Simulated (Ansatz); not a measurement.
`[OH][SnH]([OH])[Br]` + H₂ → `[OH][SnH2][Br]` + H₂O at 400 K and 1 bar (hydrogenolysis of the Sn–O bond).

Program: Ansatz. Geometries: PBE0-D4/def2-TZVP. ΔE: electronic, gas phase. CCSD(T)/CBS adds triple-zeta CCSD(T) − MP2 to the extrapolated MP2 energy (def2 sets, frozen cores). This one scheme is used for every species. def2 core potentials past Kr. For Br, Sn outer-core shells are correlated without core-valence functions, which leaves a few kJ/mol of doubt a bond. Scalar relativity is left out up to krypton. Each species was taken in one conformer, which may not be the lowest.

```tsv
species	CCSD(T)/CBS energy (Eh)	H − E (kJ/mol)	S (J/(mol·K))
`[OH][SnH]([OH])[Br]`	-2939.58430	121.8	398.5
H₂	-1.17544	38.0	139.0
`[OH][SnH2][Br]`	-2864.37583	98.6	358.0
H₂O	-76.37941	69.8	198.6
```

H − E and S are ideal-gas, rigid-rotor, harmonic terms from PBE0-D4/def2-TZVP, for one conformer and one mirror image of each species. The MP2-based limit puts H₂ 0.8 mEh under its directly extrapolated value; such offsets cancel only in part. 1 Eh = 2625.50 kJ/mol, R = 8.31446 J/(mol·K).

Q: By hand: ΔE, ΔH, ΔS and ΔG.

A: ΔE = (-2864.37583) + (-76.37941) − (-2939.58430) − (-1.17544) = 0.00450 Eh = 11.8 kJ/mol. Δ(H − E) = 98.6 + 69.8 − 121.8 − 38.0 = 8.6, so ΔH = 20.4 kJ/mol. ΔS = 358.0 + 198.6 − 398.5 − 139.0 = 19.1 J/(mol·K). ΔG = 20.4 − 400 × (19.1)/1000 = 12.8 kJ/mol.

Q: By hand: the equilibrium constant, and the temperature at which ΔG would vanish if ΔH and ΔS stayed fixed.

A: log₁₀ K = −ΔG/(RT ln 10) = -1.7. ΔG = 0 at ΔH/ΔS = 1068 K, though so small a ΔS makes that figure unsure.

TΔS isn't small against ΔH here. A doubt of 5 kJ/mol in ΔE shifts log₁₀ K by 0.7 here. Other conformers and mirror images would add mixing entropy, several J/(mol·K) or more a flexible species. These are equilibria of isolated gas molecules and say nothing of rates. Largest T1 diagnostic: 0.012 (customary marks: 0.02 for closed shells, 0.045 for open ones).
